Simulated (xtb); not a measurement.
3-methylsulfanylbuta-1,2-diene (C5H8S), SMILES CSC(=C=C)C. All values are semi-empirical tight-binding results from xtb (GFN2-xTB unless named), good for trends rather than for accurate numbers. The structure is a stationary point at GFN2-xTB. The values are those of a single conformer.

Computed properties:
```yaml
orbital_gap: 3.63 eV
zero_point_energy: 69.2 kcal/mol
G − E(el) at 298.15 K (modified RRHO): 48.6 kcal/mol
static polarisability (D4 model): 79.5 bohr³
solvation energy, GFN2-xTB/ALPB(water): -0.9 kcal/mol
solvation energy, GFN2-xTB/ALPB(acetonitrile): -5.9 kcal/mol
```
